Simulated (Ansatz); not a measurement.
Geometry optimisation of the cluster Te₂As⁺.

```yaml
crystal:
  periodic: [false, false, false]
  atoms:
    - {symbol: As, position_ang: [-0.561420, 0.146730, 1.220400]}
    - {symbol: Te, position_ang: [0.724030, -1.360020, -0.251290]}
    - {symbol: Te, position_ang: [-0.162610, 1.213290, -0.969110]}
basis:
  gaussian: {orbitals: def2-TZVP}
total_charge: 1
hamiltonian: {xc: pbe0, dispersion: d4}
scf: {lower_state_search: "off"}
output: {orbitals: {seedname: orbitals}}
relax: {f_tol: 0.02, max_steps: 100}
```

```sh
$ ansatz run in.yaml --threads 4 --pin off --events-out ev --progress --plain --max-ram 3916MiB
```

It prints (some lines left out):

```
Functional definition: PBE0
mean field -75415.07777038 eV, -2771.4529898858 hartree, gradient 3.1e-6 eV, S^2 0.000000; 0 other end points of the search recorded, 0 dependent functions left out
relax step   1: F+E_penalty+E_count = -75415.21185105 eV  Δ(F+E_penalty+E_count) = +0.000e0 eV  max|allowed force component| = 1.798e-1 eV/Å  Δτ_max = 0.0000 Å  (20 SCF iters, accepted)
mean field -75415.04189734 eV, -2771.4516715758 hartree, gradient 2.0e-6 eV, S^2 0.000000; 0 other end points of the search recorded, 0 dependent functions left out
relax step   2: F+E_penalty+E_count = -75415.17560109 eV  Δ(F+E_penalty+E_count) = +3.625e-2 eV  max|allowed force component| = 6.097e-1 eV/Å  Δτ_max = 0.0692 Å  (24 SCF iters, rejected (line search))
mean field -75415.08121868 eV, -2771.4531166083 hartree, gradient 2.0e-6 eV, S^2 0.000000; 0 other end points of the search recorded, 0 dependent functions left out
relax step   3: F+E_penalty+E_count = -75415.21526921 eV  Δ(F+E_penalty+E_count) = -3.418e-3 eV  max|allowed force component| = 1.295e-1 eV/Å  Δτ_max = 0.0169 Å  (26 SCF iters, accepted)
mean field -75415.08180264 eV, -2771.4531380686 hartree, gradient 2.3e-6 eV, S^2 0.000000; 0 other end points of the search recorded, 0 dependent functions left out
relax step   4: F+E_penalty+E_count = -75415.21582957 eV  Δ(F+E_penalty+E_count) = -5.604e-4 eV  max|allowed force component| = 6.871e-4 eV/Å  Δτ_max = 0.0044 Å  (26 SCF iters, accepted)
Total energy: -75415.21585409 eV, -2771.4580643685 hartree
Atom 0 at    -0.556281     0.145502     1.209098 Å, force    -0.000239     0.000030     0.000556 eV/Å
Atom 1 at     0.725685    -1.371552    -0.242350 Å, force     0.000341    -0.000687    -0.000065 eV/Å
Atom 2 at    -0.169405     1.226050    -0.966748 Å, force    -0.000102     0.000657    -0.000491 eV/Å
Dipole moment:    -0.073898     0.019332     0.160617 e Å
Checks for a lower state left out: stability, starts, cluster_reference, orbital_swaps, neighbouring_geometries, increment
```

Hardware: 4 threads of Arm Neoverse V1 on a shared host. Wall time 10 s.

In the def2 sets Te takes a core potential; there is no spin–orbit coupling. The structure comes from a short search, and lower isomers may exist.
